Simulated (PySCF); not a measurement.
All values below come from B3LYP-D3(BJ)/def2-TZVP (PySCF). Isolated molecules, 0 K electronic values unless said otherwise. B3LYP has the VWN-RPA correlation part, as in Gaussian. 

Reference species (SMILES): `C=C=C[SiH3]` (neutral, multiplicity 1).

* **dipole moment**: 0.51 D
* **LUMO**: -0.41 eV
* **HOMO–LUMO gap**: 6.91 eV

After one change: the dipole moment rises by 0.37 D; the LUMO falls by 0.58 eV; the HOMO–LUMO gap drops by 2.17 eV.

Which change was made? The new species is one of these.
A) `C1=[SiH]CC1`
B) `C=C1C[SiH2]1`
C) `[SiH3]C1=CC1`
D) `C[Si]1=CC1`

A, `C1=[SiH]CC1`
